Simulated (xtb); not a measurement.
A run for xtb: GFN2-xTB on MnCl, 2S+1 = 7, a spin state set in the input, which need not be the lowest, a point of a bond scan (R = 2.448 Å).

```
$ xtb mol.xyz --gfn 2 --sp --chrg 0 --uhf 6
2

Mn     0.00000000     0.00000000     0.00000000
Cl     0.00000000     0.00000000     2.44828400
```

Output:

```
[...]
           -------------------------------------------------
          |                Calculation Setup                |
           -------------------------------------------------



           -------------------------------------------------
          |                 G F N 2 - x T B                 |
           -------------------------------------------------

        Reference                      10.1021/acs.jctc.8b01176
      * Hamiltonian:
        H0-scaling (s, p, d)           1.850000    2.230000    2.230000
        zeta-weighting                 0.500000
      * Dispersion:
        s8                             2.700000
        a1                             0.520000
        a2                             5.000000
        s9                             5.000000
      * Repulsion:
        kExp                           1.500000    1.000000
        rExp                           1.000000
      * Coulomb:
        alpha                          2.000000
        third order                    shell-resolved
        anisotropic                    true
        a3                             3.000000
        a5                             4.000000
        cn-shift                       1.200000
        cn-exp                         4.000000
        max-rad                        5.000000


          ...................................................
          :                      SETUP                      :
          :.................................................:
          :  # basis functions                  20          :
          :  # atomic orbitals                  18          :
          :  # shells                            6          :
          :  # electrons                        14          :
          :  max. iterations                   250          :
          :  Hamiltonian                  GFN2-xTB          :
          :  restarted?                      false          :
          :  GBSA solvation                  false          :
          :  PC potential                    false          :
          :  electronic temp.          300.0000000     K    :
          :  accuracy                    1.0000000          :
          :  -> integral cutoff          0.2500000E+02      :
          :  -> integral neglect         0.1000000E-07      :
          :  -> SCF convergence          0.1000000E-05 Eh   :
          :  -> wf. convergence          0.1000000E-03 e    :
          :  Broyden damping             0.4000000          :
          :  net charge                          0          :
          :  unpaired electrons                  6          :
          ...................................................

 iter      E             dE          RMSdq      gap      omega  full diag
   1     -6.1119166 -0.611192E+01  0.403E+01    2.40       0.0  T
   2     -6.6641298 -0.552213E+00  0.286E+01    0.00       1.0  T
   3     -7.0235966 -0.359467E+00  0.189E+01    1.00       1.0  T
   4     -7.0272012 -0.360461E-02  0.172E+01    1.16       1.0  T
   5     -5.6835088  0.134369E+01  0.315E+01    1.75       1.0  T
   6     -6.0665030 -0.382994E+00  0.315E+01    1.74       1.0  T
   7     -6.0591104  0.739254E-02  0.315E+01    1.74       1.0  T
   8     -5.7838012  0.275309E+00  0.308E+01    1.86       1.0  T
   9     -5.7757934  0.800785E-02  0.308E+01    1.86       1.0  T
  10     -6.4526485 -0.676855E+00  0.240E+01    2.32       1.0  T
  11     -7.0339176 -0.581269E+00  0.155E+01    2.61       1.0  T
  12     -7.0333367  0.580916E-03  0.161E+01    2.76       1.0  T
  13     -7.0443786 -0.110419E-01  0.133E+01    3.29       1.0  T
  14     -6.6424933  0.401885E+00  0.183E+01    3.12       1.0  T
  15     -7.0359587 -0.393465E+00  0.134E+01    2.91       1.0  T
  16     -6.8951654  0.140793E+00  0.110E+01    2.97       1.0  T
  17     -7.0456223 -0.150457E+00  0.865E+00    2.80       1.0  T
  18     -6.7688433  0.276779E+00  0.164E+01    2.83       1.0  T
  19     -7.0459719 -0.277129E+00  0.668E+00    2.66       1.0  T
  20     -6.8951127  0.150859E+00  0.123E+01    2.75       1.0  T
  21     -7.0471490 -0.152036E+00  0.508E+00    2.62       1.0  T
  22     -7.0086328  0.385162E-01  0.585E+00    2.69       1.0  T
  23     -7.0480477 -0.394150E-01  0.310E+00    2.61       1.0  T
  24     -7.0408153  0.723246E-02  0.251E+00    2.64       1.0  T
  25     -7.0473470 -0.653172E-02  0.204E+00    2.60       1.0  T
  26     -7.0465124  0.834637E-03  0.169E+00    2.59       1.0  T
  27     -7.0478456 -0.133322E-02  0.146E+00    2.56       1.0  T
  28     -7.0480723 -0.226702E-03  0.103E+00    2.54       1.0  T
  29     -7.0483598 -0.287536E-03  0.799E-01    2.52       1.0  T
  30     -7.0483677 -0.785001E-05  0.700E-01    2.51       1.0  T
  31     -7.0483469  0.207745E-04  0.691E-01    2.51       1.0  T
  32     -7.0483463  0.631909E-06  0.641E-01    2.51       1.0  T
  33     -7.0483645 -0.182659E-04  0.511E-01    2.50       1.0  T
  34     -7.0483794 -0.149072E-04  0.346E-01    2.50       1.0  T
  35     -7.0483801 -0.675909E-06  0.211E-01    2.50       1.0  T
  36     -7.0483764  0.369787E-05  0.133E-01    2.50       1.0  T
  37     -7.0483763  0.131642E-06  0.950E-02    2.50       1.0  T
  38     -7.0483800 -0.372704E-05  0.652E-02    2.50       1.1  T
  39     -7.0483826 -0.256918E-05  0.546E-02    2.50       1.3  T
  40     -7.0483819  0.698010E-06  0.662E-02    2.50       1.1  T
  41     -7.0483818  0.128325E-06  0.629E-02    2.50       1.1  T
  42     -7.0483823 -0.494250E-06  0.409E-02    2.50       1.7  T
  43     -7.0483826 -0.334676E-06  0.165E-02    2.50       4.3  T
  44     -7.0483826 -0.501155E-07  0.109E-03    2.50      64.6  T
  45     -7.0483826  0.180668E-08  0.207E-03    2.50      34.1  T
  46     -7.0483826 -0.256814E-08  0.124E-04    2.50     571.6  T
  47     -7.0483826 -0.149027E-10  0.324E-05    2.50    2185.7  T

   *** convergence criteria satisfied after 47 iterations ***

         #    Occupation            Energy/Eh            Energy/eV
      -------------------------------------------------------------
         1        2.0000           -1.0244106             -27.8756
       ...           ...                  ...                  ...
         4        1.8733           -0.4088108             -11.1243
         5        1.1267           -0.4051435             -11.0245
         6        1.1267           -0.4051435             -11.0245
         7        1.0000           -0.3876983             -10.5498
         8        1.0000           -0.3876983             -10.5498
         9        1.0000           -0.3828816             -10.4187
        10        1.0000           -0.2456210              -6.6837 (HOMO)
        11                         -0.1538533              -4.1866 (LUMO)
        12                         -0.1538533              -4.1866
        13                          0.0641353               1.7452
        14                          0.0641353               1.7452
        15                          0.0650559               1.7703
       ...                                ...                  ...
        18                          0.4305719              11.7165
      -------------------------------------------------------------
                  HL-Gap            0.0917677 Eh            2.4971 eV
             Fermi-level           -0.3033572 Eh           -8.2548 eV

 SCC (total)                   0 d,  0 h,  0 min,  0.011 sec
 SCC setup                      ...        0 min,  0.000 sec (  1.637%)
 Dispersion                     ...        0 min,  0.000 sec (  0.302%)
 classical contributions        ...        0 min,  0.000 sec (  0.323%)
 integral evaluation            ...        0 min,  0.001 sec (  7.598%)
 iterations                     ...        0 min,  0.009 sec ( 80.578%)
 molecular gradient             ...        0 min,  0.001 sec (  8.135%)
 printout                       ...        0 min,  0.000 sec (  1.245%)

         :::::::::::::::::::::::::::::::::::::::::::::::::::::
         ::                     SUMMARY                     ::
         :::::::::::::::::::::::::::::::::::::::::::::::::::::
         :: total energy              -7.048212783749 Eh    ::
         :: gradient norm              0.049630231127 Eh/a0 ::
         :: HOMO-LUMO gap              2.497125067131 eV    ::
         ::.................................................::
         :: SCC energy                -7.048382641434 Eh    ::
         :: -> isotropic ES            0.014313086074 Eh    ::
         :: -> anisotropic ES         -0.010926939901 Eh    ::
         :: -> anisotropic XC         -0.019748215043 Eh    ::
         :: -> dispersion             -0.001069940701 Eh    ::
         :: repulsion energy           0.000169857685 Eh    ::
         :: add. restraining           0.000000000000 Eh    ::
         :: total charge              -0.000000000000 e     ::
         :::::::::::::::::::::::::::::::::::::::::::::::::::::

           -------------------------------------------------
          |                Property Printout                |
           -------------------------------------------------

    * Orbital Energies and Occupations

         #    Occupation            Energy/Eh            Energy/eV
      -------------------------------------------------------------
         1        2.0000           -1.0244106             -27.8756
         2        2.0000           -0.4225579             -11.4984
         3        1.8733           -0.4088108             -11.1243
         4        1.8733           -0.4088108             -11.1243
         5        1.1267           -0.4051435             -11.0245
         6        1.1267           -0.4051435             -11.0245
         7        1.0000           -0.3876983             -10.5498
         8        1.0000           -0.3876983             -10.5498
         9        1.0000           -0.3828816             -10.4187
        10        1.0000           -0.2456210              -6.6837 (HOMO)
        11                         -0.1538533              -4.1866 (LUMO)
        12                         -0.1538533              -4.1866
        13                          0.0641353               1.7452
        14                          0.0641353               1.7452
        15                          0.0650559               1.7703
        16                          0.0666837               1.8146
        17                          0.0666837               1.8146
        18                          0.4305719              11.7165
      -------------------------------------------------------------
                  HL-Gap            0.0917677 Eh            2.4971 eV
             Fermi-level           -0.3033572 Eh           -8.2548 eV

     #   Z          covCN         q      C6AA      α(0)
     1  25 Mn       0.668     0.436   533.738    65.383
     2  17 Cl       0.668    -0.436   112.867    16.247

 Mol. C6AA /au·bohr⁶  :       1069.224475
 Mol. C8AA /au·bohr⁸  :      86112.409324
 Mol. α(0) /au        :         81.630271


Wiberg/Mayer (AO) data.
largest (>0.10) Wiberg bond orders for each atom

 ---------------------------------------------------------------------------
     #   Z sym  total        # sym  WBO       # sym  WBO       # sym  WBO
 ---------------------------------------------------------------------------
     1  25 Mn   0.563 --     2 Cl   0.563
     2  17 Cl   0.563 --     1 Mn   0.563
 ---------------------------------------------------------------------------

Topologies differ in total number of bonds
Writing topology from bond orders to xtbtopo.mol

molecular dipole:
                 x           y           z       tot (Debye)
 q only:        0.000       0.000      -2.016
   full:        0.000       0.000       0.081       0.205
molecular quadrupole (traceless):
                xx          xy          yy          xz          yz          zz
 q only:        4.665       0.000       4.665       0.000       0.000      -9.329
Note: The following floating-point exceptions are signalling: IEEE_UNDERFLOW_FLAG IEEE_DENORMAL
normal termination of xtb
  q+dip:        3.552       0.000       3.552      -0.000      -0.000      -7.103
   full:        4.354       0.000       4.354      -0.000      -0.000      -8.708


           -------------------------------------------------
          | TOTAL ENERGY               -7.048212783749 Eh   |
          | GRADIENT NORM               0.049630231127 Eh/α |
          | HOMO-LUMO GAP               2.497125067131 eV   |
           -------------------------------------------------

------------------------------------------------------------------------
------------------------------------------------------------------------
 total:
 SCF:
```

The run finished.

Cost: roughly 0.07 core-seconds.
